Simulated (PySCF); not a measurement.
**Correlation energy of Re³⁺ (rhenium, charge +3)**

[Xe] 4f14 5d4, high-spin 5D determinant. Computed with PySCF 2.14 in def2-TZVPPD with the def2 core potential (60 electrons) (6s5p3d2f1g, 59 functions), with scalar relativity through the core potential. Frozen: nothing; 12 electrons correlated.

| level | correlation energy (mhartree) |
| --- | --- |
| CCSD | -243.39 |
| (T) | -4.32 |
| CCSD(T) | -247.71 |

Diagnostics: T1 = 0.0038, D1 = 0.0091, largest double amplitude 0.022.

Spin-orbit coupling, absent here, splits the open shell strongly.

Cost of the coupled-cluster step: about 8 core-seconds, for 12 correlated electrons.

The basis has no tight functions for the innermost shells, so their pair energies are far from complete.

This basis was not built for core-valence correlation, so the inner-shell part is incomplete.
